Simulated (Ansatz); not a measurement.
The inner images of a band of F4H4OSiTi (11 atoms, charge 0, multiplicity 1) are given out of order.

The calculation used Ansatz, RKS PBE/def2-SVP.

Initial state:

```xyz
11
Properties=species:S:1:pos:R:3
Ti 0.023 0.088 -0.004
F 0.295 -0.189 1.727
F 1.680 0.016 -0.563
F -0.416 1.725 -0.438
F -0.685 -1.175 -1.036
O -2.119 -0.061 0.848
Si -3.377 -1.007 0.148
H -3.054 -2.470 0.200
H -4.617 -0.746 0.955
H -3.534 -0.510 -1.249
H -2.023 -0.105 1.819
```

Final state:

```xyz
11
Properties=species:S:1:pos:R:3
Ti -0.277 0.042 -0.233
F -0.339 0.676 2.059
F 1.145 -0.851 0.254
F -0.011 1.748 -0.507
F -0.596 -0.572 -1.840
O -1.882 -0.429 0.568
Si -3.351 -1.170 0.130
H -3.111 -2.623 -0.162
H -4.286 -1.026 1.295
H -3.918 -0.483 -1.077
H -1.201 0.256 1.920
```

Problem. Put them in order from the first end to the last, with their energies above the first end.
A.
```xyz
11
Properties=species:S:1:pos:R:3
Ti -0.255 0.055 -0.179
F -0.379 0.679 1.997
F 1.170 -0.858 0.255
F 0.105 1.723 -0.555
F -0.681 -0.615 -1.738
O -1.913 -0.373 0.616
Si -3.346 -1.160 0.140
H -3.027 -2.575 -0.246
H -4.277 -1.148 1.318
H -3.961 -0.419 -1.010
H -1.264 0.258 1.808
```
B.
```xyz
11
Properties=species:S:1:pos:R:3
Ti -0.047 0.137 0.016
F 0.109 0.379 1.787
F 1.500 -0.647 -0.209
F 0.065 1.740 -0.663
F -0.943 -0.829 -1.223
O -2.068 -0.126 0.823
Si -3.327 -1.096 0.128
H -2.859 -2.493 -0.122
H -4.394 -1.103 1.187
H -3.816 -0.413 -1.105
H -2.050 0.019 1.788
```
C.
```xyz
11
Properties=species:S:1:pos:R:3
Ti -0.004 0.098 0.010
F 0.179 -0.009 1.779
F 1.643 -0.313 -0.411
F -0.168 1.755 -0.516
F -0.816 -1.031 -1.115
O -2.135 -0.006 0.793
Si -3.349 -1.047 0.138
H -2.865 -2.459 0.021
H -4.485 -0.994 1.120
H -3.750 -0.469 -1.178
H -2.078 0.042 1.767
```
D.
```xyz
11
Properties=species:S:1:pos:R:3
Ti -0.067 0.175 -0.013
F -0.097 0.693 1.738
F 1.360 -0.828 0.071
F 0.281 1.725 -0.736
F -0.895 -0.632 -1.396
O -1.981 -0.311 0.778
Si -3.358 -1.154 0.162
H -2.960 -2.541 -0.221
H -4.326 -1.172 1.310
H -3.915 -0.385 -0.990
H -1.869 -0.003 1.704
```
E.
```xyz
11
Properties=species:S:1:pos:R:3
Ti -0.191 0.100 -0.115
F -0.378 0.667 1.880
F 1.243 -0.830 0.222
F 0.170 1.726 -0.627
F -0.748 -0.639 -1.611
O -1.939 -0.345 0.683
Si -3.351 -1.157 0.177
H -3.006 -2.565 -0.207
H -4.294 -1.151 1.344
H -3.954 -0.425 -0.984
H -1.380 0.187 1.646
```

Solution. C (+0.8 kcal/mol), B (+2.4 kcal/mol), D (+4.0 kcal/mol), E (+12.6 kcal/mol), A (+10.9 kcal/mol).

Run time: 6.5 min on 4 threads of Arm Neoverse V1 (shared host), peak memory 0.23 GiB.
